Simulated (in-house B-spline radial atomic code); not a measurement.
How numerical settings move a run on Nb III (Nb2+), [Kr] 4d3. Computed with an all-electron radial atomic-structure program (B-spline basis): non-relativistic Hartree-Fock, average of configuration, point nucleus.

Command:
```bash
python run_scf.py task.json out
```
Settings of the sound reference run:
```
Z                41
electrons        39
configuration    [Kr] 4d3
hamiltonian      nr
method           hf
spin_polarised   False
knot_spacing     0.22
spline_order     8
gauss_points     12
box_radius       22.22
max_iterations   70
damping          0.5
damped_steps     3
diis_vectors     10
tolerance        1e-08
start            Thomas-Fermi
```

Cost of the run: 0.16 s on 1 thread of Arm Neoverse N1 (shared host).

It converges in 10 iterations to -3752.834707 hartree, with 4d at -24.5474 eV. The other runs change the listed settings, some to values that make no sense; their results aren't properties of the atom or ion. Radii are in bohr (the nuclear one in fm), a minus after a letter asks for a j subshell, and «unchanged» means within 1e-8 hartree. The run stops when the residual is below 10 × tolerance × max(1, Z/10), or a noise floor if that is larger, and the energy moves by less than 1e-8 × √|E| hartree; so very loose and very tight tolerances often act alike.

| changed settings | outcome |
| --- | --- |
| electrons = 47, configuration = [Kr] 4d3 6s2 6p6, max_iterations = 75 | not converged after 75 iterations, last residual 7.3e-03 |
| box_radius = 0.89 | converged in 8 iterations, energy +2.37e+02 hartree from the reference, 4d level +6.8e+02 eV (the program warns: 4d has a positive eigenvalue: unbound, held by the box; 3d has a positive eigenvalue: unbound, held by the box) |
| box_radius = 6.67 | converged in 10 iterations, energy +4.49e-04 hartree from the reference, 4d level +1.8e-02 eV (the program warns: 4d reaches the box edge; 4p reaches the box edge) |
| max_iterations = 5 | not converged after 5 iterations, last residual 5.8e-03, last energy +1.51e-03 hartree from the reference |
| box_radius = 3.33 | converged in 10 iterations, energy +2.90e-01 hartree from the reference, 4d level +4.1e+00 eV (the program warns: 4d reaches the box edge; 4s reaches the box edge) |
| knot_spacing = 0.1, gauss_points = 4, box_radius = 0.89, max_iterations = 75, damping = 0.95 | converged in 8 iterations, energy -6.71e+05 hartree from the reference, 4d level +7.2e+02 eV (the program warns: 4d has a positive eigenvalue: unbound, held by the box; 3d has a positive eigenvalue: unbound, held by the box) |
| gauss_points = 16 | converged in 10 iterations, energy unchanged |
| max_iterations = 2 | not converged after 2 iterations, last residual 1.9e-01, last energy +1.21e+00 hartree from the reference |
| box_radius = 6.67, first_knot = 0.00244, max_iterations = 60, damping = 0, diis_vectors = 0 | converged in 26 iterations, energy +4.49e-04 hartree from the reference, 4d level +1.8e-02 eV (the program warns: 4d reaches the box edge; 4p reaches the box edge) |
| max_iterations = 3 | not converged after 3 iterations, last residual 4.5e-02, last energy +9.39e-02 hartree from the reference |
| box_radius = 11.11 | converged in 10 iterations, energy +2.77e-08 hartree from the reference, 4d level +2.3e-06 eV |
| knot_spacing = 2, spline_order = 6, max_iterations = 8, damped_steps = 0 | converged in 7 iterations, energy +2.59e+02 hartree from the reference, 4d level -1.9e+01 eV (the program warns: 4d reaches the box edge; 2s reaches the box edge) |
| box_radius = 2.22 | converged in 8 iterations, energy +3.78e+00 hartree from the reference, 4d level +2.9e+01 eV (the program warns: 4d has a positive eigenvalue: unbound, held by the box; 3s reaches the box edge) |
| box_radius = 1.33, max_iterations = 50, damping = 0.2, damped_steps = 1 | converged in 7 iterations, energy +4.78e+01 hartree from the reference, 4d level +1.9e+02 eV (the program warns: 4d has a positive eigenvalue: unbound, held by the box; 4s has a positive eigenvalue: unbound, held by the box) |

Task: What happens with electrons = 40, configuration = [Kr] 4d3 5s-1, max_iterations = 75?

Result: Stopped with error: j subshells need the Dirac Hamiltonian and l > 0.

Task: What happens with gauss_points = 4?

Result: Converged in 10 iterations, energy -9.31e-07 hartree from the reference.

Task: What happens with box_radius = 1.33?

Result: Converged in 9 iterations, energy +4.78e+01 hartree from the reference, 4d level +1.9e+02 eV (the program warns: 4d has a positive eigenvalue: unbound, held by the box; 4s has a positive eigenvalue: unbound, held by the box).

Task: What happens with gauss_points = 3?

Result: Converged in 10 iterations, energy -7.00e+05 hartree from the reference, 4d level +1.4e+00 eV.
